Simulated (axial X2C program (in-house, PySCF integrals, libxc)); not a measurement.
## Worked dissociation energy of TcS⁺: PBE0, scalar-relativistic

Computed with an in-house all-electron X2C program for linear molecules (integrals from PySCF). Spin-free means the one-electron spin-free X2C Hamiltonian. Basis: Tc dyall-cv3z [12s12p8d5f3g], S dyall-av3z [9s8p3d2f] (cores contracted in-house); Gaussian nuclei, density fitting, unrestricted open shells. Masses: Tc 98.907 u, S 31.972 u.

Molecular state: M_S = 2, Λ = 1 (beyond evenly filled blocks: σα, π+α, δ+α, δ-α).

* E(Tc+) (2M_S = 6, M_L = 0): -4284.761297 hartree
* E(S) (2M_S = 2, M_L = 0): -399.078167 hartree
* E(TcS⁺) at Re: -4683.952790 hartree
* ωe: 436.9 cm⁻¹

(1) Work out De and D0.

Occupations by symmetry block were frozen at the best pattern of an incomplete PBE0 search. De is counted from the lowest determinant-based energies of the atoms at the same level, without counterpoise correction. Without a current term, density functionals place determinants with orbital angular momentum somewhat too high. The determinant is spin-polarised beyond a pure state at some levels (its spin-free form has ⟨S²⟩ too high), which makes Re and μ there less reliable.

Each atomic determinant is the lowest at this level and need not be a pure term. Totals compare only within one Hamiltonian and basis.

Results:

(1) De = -4284.761297 + (-399.078167) − (-4683.952790) = 0.11333 hartree = 3.084 eV. The zero-point energy is ωe/2 = 218 cm⁻¹ = 0.027 eV, so D0 = 3.057 eV.
